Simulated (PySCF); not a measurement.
## Dipole response of Si³⁺ (silicon, charge +3)

[Ne] 3s1, 2S determinant. All numbers are calculated (PySCF 2.14, scalar relativity by spin-free X2C-1e, in aug-cc-pVTZ-DK (6s5p3d2f, 50 functions)). Coupled (time-dependent) response in atomic units; α is the mean over directions.

| method | mean α (bohr³) | C₆ (like pair) | S(−4) |
| --- | --- | --- | --- |
| UHF | 7.818 | 15.23 | 73.69 |
| PBE | 6.953 | 12.74 | 59.19 |
| PBE0 | 7.208 | 13.45 | 63.37 |
| wB97M-V | 7.227 | 13.47 | 63.98 |
| B97-3 | 7.145 | 13.28 | 62.15 |

S(−4) is the Cauchy moment in α(ω) = α(0) + S(−4) ω² + …

α(iu) at PBE0:

```
u (hartree)  α(iu) (bohr³)
          0          7.208
     0.0500          7.053
      0.100          6.627
      0.200          5.342
      0.300          4.051
      0.500          2.316
      0.750          1.298
       1.00         0.8299
       1.50         0.4402
       2.00         0.2857
       3.00         0.1603
       5.00        0.07803
```

A single London oscillator, α(iu) = α/(1 + u²/ω²), gives C₆ = (3/4) ω α². Matching the computed C₆ needs ω = 4 × 13.45 / (3 × 7.208²) = 0.345 hartree.

For an ion, C₆ is the dispersion term alone; charge-induced terms of lower order in 1/R come first.
